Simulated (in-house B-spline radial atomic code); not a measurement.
Values are calculated unless marked as measured or tabulated.
## Extrapolating the RPA correlation energy in partial waves: Ga8+

All-electron RPA on PBE0 orbitals from a B-spline radial code for spherical atoms, scalar-relativistic (spin-free one-electron X2C), finite nucleus, configuration [Ar] 3d5, highest spin. With empty states up to angular momentum L the sums are:

```tsv
L	E_c(L) (hartree)
4	-1.433757
5	-1.506190
6	-1.540452
7	-1.558300
8	-1.568248
9	-1.574213
```

For large l each further wave adds A/(l + 1/2)⁴, because the basis must build the cusp where two electrons meet.

(1) Estimate the limit from L = 8 and L = 9.

(2) How good is the estimate?

## Answers

(1) Wave 9 adds -0.005965, against a sum of (l + 1/2)⁻⁴ of 1.22774e-04, so A = -48.585. The sum over l > 9 is ζ(4, 10.5) = 3.3168e-04, close to 1/(3 × 10³) = 3.3333e-04. The tail is -0.016115 and the limit -1.59033 hartree.

(2) A run to L = 11 sums to -1.58049 and extrapolates to -1.58891 hartree, 0.53 millihartree from the run before. The estimate differs from that by -1.42 millihartree, while the bare sum at L = 9 misses 14.7 millihartree (0.9 %).
